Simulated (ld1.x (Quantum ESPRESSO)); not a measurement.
**Scattering properties, PAW potential for palladium**

Pd (Z = 46), PAW, made with ld1.x (Quantum ESPRESSO) 7.5 (LDA (PZ), scalar-relativistic). Core [Kr], reference 4d10 5s0 5p0. Waves: 5s (bound, empty): rcut 3.00, rcutus 3.12 bohr; 5s channel at 3.15 Ry: rcut 3.00, rcutus 3.12 bohr; 5p (bound, empty): rcut 4.14, rcutus 5.10 bohr; 5p channel at 2.8 Ry: rcut 4.14, rcutus 5.10 bohr; 4d (bound): rcut 2.36, rcutus 2.74 bohr; 4d channel at 4.4 Ry: rcut 2.36, rcutus 2.74 bohr. Local part: all-electron potential smoothed inside 2.10 bohr (lloc = -2). Core correction: Bessel-smoothed model core, default radius (core density twice the valence density). Augmentation charge: PSQ, inside the norm-conserving radii.

The phase is arctan(r·u′/u) with u = r·R(r), unwrapped; energies in Ry, scanned from -2 to 5 Ry. A pole is an energy at which the radial function vanishes at the test radius. The pseudo phase is shifted by a multiple of π to meet the all-electron one at the reference energy, and phase errors are pseudo minus all-electron; the curves can meet again beyond the range given. Levels narrower than the energy grid can be missing from the lists of poles.

A narrow feature of the pseudo curve, probably an extra level, lies near 0.24 Ry in the d channel; the grid steps over it, so the window and error are not given (n/a).

For each channel, where are the poles, and over which energies does the pseudopotential scatter like the atom?

```
channel  radius (bohr)  reference energy (Ry)  poles, all-electron      poles, pseudo  unbroken range about the reference energy with phases within 0.05 rad  phase error 1 Ry above the reference energy (rad)
      s           5.56                  -0.27    -0.19, 1.20, 3.47  -0.19, 1.20, 3.47                                                              below 4.5                                             -0.002
      p           5.56                  -0.03     0.20, 1.66, 4.02   0.20, 1.63, 3.93                                                              below 0.6                                             -0.069
      d           5.56                  -0.32    -0.30, 0.86, 2.58  -0.30, 0.89, 2.63                                                                    n/a                                                n/a
```

Phases in the p channel:

```
E (Ry)  all-electron  pseudo
 -2.00         1.442   1.442
 -1.52         1.422   1.422
 -1.04         1.388   1.388
 -0.56         1.311   1.310
 -0.08         0.305   0.304
  0.40        -1.744  -1.754
  0.88        -3.800  -3.970
  1.36        -4.629  -4.640
  1.84        -4.752  -4.757
  2.32        -4.893  -4.898
  2.80        -6.966  -6.966
  3.28        -7.737  -7.740
  3.76        -7.825  -7.832
  4.24        -7.875  -7.893
  4.72        -7.932  -8.016
```
